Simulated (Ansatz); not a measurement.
Cost and result up the ladder for SbF3 (4 atoms). Charge 0, multiplicity 1. Geometry: B3LYP-D4/def2-TZVP.

```xyz
4

Sb   -0.5003   -0.5533   -0.0608
F    -0.2689    0.7388   -1.4374
F     1.3570   -0.9060    0.1492
F    -0.5877    0.7205    1.3491
```

Ansatz on 4 threads of Arm Neoverse V2 on a shared host. Times are rough, and most runs start from the orbitals of an earlier one. ωB97M-V/def2-TZVP serves as the yardstick here, not as an exact answer. Differences are given only for rows in sets of like size (and for xTB, whose basis is part of the method), since another set adds its own error. Binding counts from free atoms at the same level (Sb quartet, F doublet; other spins of the atoms weren't run), without zero-point energy or a counterpoise term.

In the def2 sets Sb takes a core potential; there is no spin–orbit coupling. LC-ωPBE has ω = 0.4 bohr⁻¹. Correlated methods freeze 7 core orbitals; core or outer-core shells of Sb are correlated, in sets that lack core-valence functions.

Correlated methods converge slowly with the basis.

```csv
level,functions,binding energy per atom (eV),difference from ωB97M-V/def2-TZVP (eV)
PBE0-D4/def2-TZVP,143,3.38,-0.07
PBE-D4/def2-SVP,68,3.51,–
r2SCAN-D4/def2-TZVP (with forces),143,3.48,0.02
ωB97X-V/def2-TZVP,143,3.52,0.07
BHLYP-D4/def2-TZVP,143,3.15,-0.31
B2PLYP/def2-TZVP,143,3.43,-0.03
MP2/def2-TZVP,143,3.48,0.03
CCSD(T)/def2-TZVPP,143,3.28,-0.17
LC-ωPBE/def2-TZVP,143,3.45,-0.01
PBE-D4/def2-TZVP,143,3.66,0.21
ωB97M-V/def2-TZVP,143,3.45,0.00
PBE0-D4/def2-SVP,68,3.20,–
BLYP-D4/def2-TZVP,143,3.63,0.18
RPA@PBE/def2-TZVP,143,3.04,-0.41
```

**Question.** Estimate how long each takes.

**Answer.** PBE-D4/def2-SVP 0.4 s; PBE0-D4/def2-SVP 0.6 s; PBE-D4/def2-TZVP 0.85 s; BLYP-D4/def2-TZVP 0.9 s; LC-ωPBE/def2-TZVP 1.1 s; MP2/def2-TZVP 1.1 s; BHLYP-D4/def2-TZVP 1.1 s; PBE0-D4/def2-TZVP 1.2 s; r2SCAN-D4/def2-TZVP (with forces) 2 s; B2PLYP/def2-TZVP 2.1 s; RPA@PBE/def2-TZVP 2.1 s; ωB97X-V/def2-TZVP 2.6 s; ωB97M-V/def2-TZVP 3.5 s; CCSD(T)/def2-TZVPP 9.5 s. On shared hardware such times vary by a factor of up to 3.
